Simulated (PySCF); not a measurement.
Exercise with solution: entropy of an ideal gas

SiBr2Cl, SMILES Br[Si](Cl)Br, multiplicity 2.

The structure is a stationary point at B3LYP-D3(BJ)/def2-SVP.

PySCF 2.14.0 with B3LYP-D3(BJ)/def2-SVP gives the harmonic wavenumbers 105, 128, 182, 359, 459, 549 cm⁻¹ and the rotational temperatures 0.0860, 0.0439, 0.0300 K. The molar mass is 223.34 g/mol, the symmetry number 1, the spin multiplicity 2.

**Question.** Work out the entropy at 298.15 K and 1 atm in the rigid-rotor, harmonic-oscillator model.

**Answer.** 
Translation (Sackur–Tetrode at 1 atm): S = R[1.5 ln M + 2.5 ln T − 1.16487] = 176.2 J/(mol K).
Rotation: q = (√π/σ) T^1.5/√(θA θB θC) = 857000, S = R[ln q + 3/2] = 126.1 J/(mol K).
Vibration: with u = 1.4388 ν/T, each mode gives R[u/(e^u − 1) − ln(1 − e^−u)]:
| ν (cm⁻¹) | modes | u | S (J/(mol K)) |
|---|---|---|---|
| 105 | 1 | 0.51 | 14.06 |
| 128 | 1 | 0.62 | 12.45 |
| 182 | 1 | 0.88 | 9.66 |
| 359 | 1 | 1.73 | 4.71 |
| 459 | 1 | 2.21 | 3.22 |
| 549 | 1 | 2.65 | 2.29 |
These are all the modes. Sum 46.4 J/(mol K).
Spin: R ln 2 = 5.8 J/(mol K).
Total 354.4 J/(mol K); the program's own thermochemistry gives 354.4. Translation makes up 50 % and vibration 13 %. Anharmonicity, hindered rotation and orbital degeneracy are left out.
